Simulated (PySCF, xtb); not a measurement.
C5H6Se, SMILES C=C=C1CC[Se]1.

GFN2-xTB run with xtb at its own geometry gives an orbital gap of 2.64 eV and a dipole moment of 2.27 D.

Geometry optimised at B3LYP-D3(BJ)/def2-SVP. This is a generated structure with no PubChem entry under its InChIKey; it may be hypothetical.

Question: What does PBE0/def2-TZVP (PySCF) give? (The exact figures need the calculation; the answer reports its results.)

Answer: gap 4.95 eV (levels -5.93 and -0.98 eV), dipole 1.69 D.
